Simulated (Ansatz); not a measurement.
A structure relaxed at r2SCAN-D4/def2-TZVPD in Ansatz, charge -1, doublet:

```xyz
3

Ba   -0.136   -0.084   -0.187
O    -1.413   -0.661    1.489
O     1.549    0.745   -1.302
```

(1) Give its formula and point group.

(2) Summarise the bond lengths by kind (pairs closer than 1.2 times the sum of covalent radii, bridged metal pairs left out).

Results:

(1) BaO₂⁻ (the lowest doublet isomer of a short search). Point group C2v (tolerance 0.1 Å).

(2) 2 × Ba–O 2.18 Å.

In the def2 sets Ba takes a core potential; there is no spin–orbit coupling. The highest occupied level of the charge -1 doublet lies above zero (up to 0.50 eV). Energy differences disagree on whether the electron is bound (positive means bound): 2.27 eV (vertical, against the charge 0 singlet, at r2SCAN-D4/def2-TZVPD), but -0.49 eV at CCSD(T)/def2-TZVPPD. The structure comes from a short search, and lower isomers may exist.
